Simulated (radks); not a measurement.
Q: Species: Au II. Configuration: [Xe] 4f14 5d10. Method: Dirac Kohn-Sham, PBEsol, spin-unpolarised, spherical densities, finite nucleus; Fermi nuclear charge, rms radius 5.4648 fm; computed with a radial shooting solver on a logarithmic mesh with Libxc functionals. Some entries of the table are withheld. Estimate them.

orbital,occ.,eigenvalue (eV),r(max) (bohr),<1/r> (bohr^-1)
1s1/2,2,-80589.42,0.01042,95.65
2s1/2,2,-14216.07,0.06041,23.51
2p1/2,2,-13638.39,0.04447,23.48
2p3/2,4,-11803.93,0.05184,19.13
3s1/2,2,-3361.294,0.1700,8.630
3p1/2,2,-3100.338,0.1586,8.547
3p3/2,4,-2695.586,0.1736,7.414
3d3/2,4,-2260.185,0.1352,7.313
3d5/2,6,-2173.155,0.1393,7.054
4s1/2,2,-735.7422,0.3833,3.653
4p1/2,2,-624.2765,(1),3.544
4p3/2,4,-527.1190,(2),3.150
4d3/2,4,(3),0.4052,2.947
4d5/2,6,(4),0.4148,2.856
5s1/2,2,-116.5926,0.8490,1.478
4f5/2,6,(5),0.3731,2.480
4f7/2,8,(6),0.3777,2.445
5p1/2,2,-80.4202,0.8972,1.349
5p3/2,4,-63.9121,0.9779,1.203
5d3/2,4,-16.3314,1.194,0.8629
5d5/2,6,-14.7586,1.234,0.8245

A: 
(1) 4p1/2 r(max) (bohr): 0.3814
(2) 4p3/2 r(max) (bohr): 0.4124
(3) 4d3/2 eigenvalue (eV): -344.2369
(4) 4d5/2 eigenvalue (eV): -326.1398
(5) 4f5/2 eigenvalue (eV): -91.5464
(6) 4f7/2 eigenvalue (eV): -87.7343
